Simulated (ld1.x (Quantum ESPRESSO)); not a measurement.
Before and after: TM potential for tellurium (Te)

ld1.x (Quantum ESPRESSO) 7.5 input, shortened:

```
&input
   title='Te', zed=52., rel=2, dft='PW91', iswitch=3,
   config='[Kr] 4d10 5s2 5p3', rel_dist='average'
 /
 &inputp
   pseudotype=2, tm=.true., lloc=0,
   nlcc=.true., new_core_ps=.true., rcore=0.85
 /
3
5P  2  1   3.00   0.00  2.35  2.35  0.0
4D  3  2  10.00   0.00  1.35  1.35  0.0
5S  1  0   2.00   0.00  1.90  1.90  0.0
 &test
   configts(1)='4d10 5s2 5p3'
 /
```

Open shells are filled in proportion to 2j + 1 (rel_dist='average').

Change: all radii but the core radius scaled by about 1.36 (s 2.58, p 3.18, d 1.84 bohr).

Cutoffs: the cutoffs (Ry, on a coarse ladder) from which the occupation-weighted sum of valence levels, in a spherical-Bessel basis at the reference potential, stays within 10 and 1 mRy of its value at 400 Ry; they do not see the model core or the augmentation charge, which bear on the density cutoff. Errors are all-electron minus pseudo energies relative to the spin-unpolarised reference configuration.

How do hardness, ghosts and transferability respond?

The potential gets softer (100 Ry and 180 Ry → 80 Ry and 140 Ry); of the 7 tests that both files solve, the error grows in 5 and shrinks in 2 by more than 15 % and 0.3 meV (median size 3.2 → 10.7 meV); neither file shows a bound ghost. A larger radius leaves more room for a smooth pseudo-wave, so fewer plane waves are needed.

| quantity | base | changed |
| --- | --- | --- |
| cutoff, loose | 100 Ry | 80 Ry |
| cutoff, tight | 180 Ry | 140 Ry |
| loose cutoff by channel (10 mRy a level) | p 12 Ry, d 90 Ry, s 21 Ry | p 6 Ry, d 70 Ry, s 10 Ry |
| bound ghosts | none | none |
| error for 4d10 5s2 5p4, meV [ΔE -9.81 eV] | +1.8 | +2.6 |
| error for 4d10 5s2 5p2, meV [ΔE 18.02 eV] | +2.3 | -0.7 |
| error for 4d10 5s2 5p1, meV [ΔE 45.05 eV] | +8.1 | -18 |
| error for 4d10 5s1 5p5, meV [ΔE -0.56 eV] | -3.2 | -11 |
| error for 4d9 5s2 5p4, meV [ΔE 39.46 eV] | -488 | -104 |
| error for 4d10 5s2 5p0, meV [ΔE 81.68 eV] | +9.6 | -93 |
| error for 4d10 5s2 5p4.3, meV [ΔE -11.29 eV] | +2.8 | +4.4 |
